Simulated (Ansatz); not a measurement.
Compare A (`C=CS[SiH2]C`) with its isomer B (`CS[SiH]1CC1`).

Program: Ansatz. Geometries: PBE0-D4/def2-TZVP. ΔE: electronic, gas phase. CBS: MP2 limit from def2 TZ/QZ plus the TZ coupled-cluster correction, frozen cores. Functionals use def2-TZVPP. Each species was taken in one conformer, which may not be the lowest.

Q: Which isomer does CCSD(T)/CBS put lower? Give the gap. (An estimate is asked.)

A: The calculation gave: A, by 12.1 kcal/mol.

Q: Give E(B) − E(A) in kcal/mol with BLYP-D4, CCSD(T)/def2-SVP, r2SCAN-D4, HF/def2-TZVPP, PBE0-D4, CCSD(T)/def2-TZVPP, PBE-D4. (Estimate.)

A: Ansatz gave: BLYP-D4 14.9, CCSD(T)/def2-SVP 13.7, r2SCAN-D4 10.0, HF/def2-TZVPP 18.0, PBE0-D4 8.4, CCSD(T)/def2-TZVPP 12.3, PBE-D4 9.1. None reverses the order clearly.

Q: Does the order hold for the free energy at 298.15 K (harmonic terms from PBE0-D4)? (An estimate is asked.)

A: Computed: Yes: G(B) − G(A) = +14.9 kcal/mol, for one conformer each. Modes under 60 cm⁻¹, often nearly free rotors, make the harmonic entropy too high.

Largest T1 diagnostic: 0.011.

Leaving LDA and LC-ωPBE aside and taking each functional with its dispersion term where it has one, the values spread over 6.4 kcal/mol, from PBE0-D4 to BLYP-D4. LDA lies −3.3 kcal/mol from PBE without D4. From BLYP to BHLYP (50 % exact exchange), in def2-TZVPP and without D4, E(B) − E(A) moves by −1.1 kcal/mol.
